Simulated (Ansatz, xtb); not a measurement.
# Ranking isomers of C3H11BGe

5 gas-phase structures of C3H11BGe, from a drawn sample of its isomers (lower ones may exist). Each was relaxed with GFN2-xTB; where two conformers were screened, the lower at r2SCAN-D4/def2-SVP is listed:

A. `B[C@@H](C)[CH2][GeH3]`, a singlet
B. `BC[C@@H](C)[GeH3]`, a singlet
C. `B[C](C)(C)[GeH3]`, a singlet
D. `BCC[CH2][GeH3]`, a singlet
E. `B[C@@H]([GeH3])CC`, a singlet

Question: Which do you expect lowest at r2SCAN-D4/def2-SVP, and how would the others follow?

Answer: Calculated order at r2SCAN-D4/def2-SVP: E (0.0), C (1.3), D (6.5), B (6.6), A (7.2) kcal/mol. Less than 1 kcal/mol parts D and B; B and A, so the order within those pairs means little.

Energies above the lowest of each column, in kcal/mol; the last columns are at B3LYP-D3(BJ)/def2-SVP geometries:

```json
{"structure": "E", "GFN2-xTB": "0.0", "HF/STO-3G": "0.0", "r2SCAN-D4/def2-SVP": "0.0", "B3LYP-D3(BJ)/def2-SVP": "0.0", "CCSD(T)/def2-SVP + ΔMP2/def2-TZVPP": "0.0"}
{"structure": "C", "GFN2-xTB": "1.2", "HF/STO-3G": "5.2", "r2SCAN-D4/def2-SVP": "1.3", "B3LYP-D3(BJ)/def2-SVP": "1.6", "CCSD(T)/def2-SVP + ΔMP2/def2-TZVPP": "0.9"}
{"structure": "D", "GFN2-xTB": "2.6", "HF/STO-3G": "4.1", "r2SCAN-D4/def2-SVP": "6.5", "B3LYP-D3(BJ)/def2-SVP": "5.7", "CCSD(T)/def2-SVP + ΔMP2/def2-TZVPP": "6.8"}
{"structure": "B", "GFN2-xTB": "3.7", "HF/STO-3G": "5.7", "r2SCAN-D4/def2-SVP": "6.6", "B3LYP-D3(BJ)/def2-SVP": "5.8", "CCSD(T)/def2-SVP + ΔMP2/def2-TZVPP": "6.6"}
{"structure": "A", "GFN2-xTB": "3.5", "HF/STO-3G": "5.3", "r2SCAN-D4/def2-SVP": "7.2", "B3LYP-D3(BJ)/def2-SVP": "6.5", "CCSD(T)/def2-SVP + ΔMP2/def2-TZVPP": "6.6"}
```

Every level run on E puts it lowest or level with the lowest. CCSD(T)/def2-SVP + ΔMP2/def2-TZVPP orders those it was run on as E (0.0), C (0.9), A (6.6), B (6.6), D (6.8) kcal/mol. Less than 1 kcal/mol parts E and C; A and B; B and D, so the order within those pairs means little. Flexible structures stand in one conformer each, not always the lowest. ΔMP2 is the change of the MP2 energy from the smaller to the larger basis.

Over these structures GFN2-xTB departs from r2SCAN-D4/def2-SVP by 1.7 kcal/mol on average once a common shift is removed. A GFN2-xTB relaxation took about 0.11 s and the r2SCAN-D4/def2-SVP energy about 1.6 s on a shared host (Ansatz 0.2.0, xtb 6.7.1).
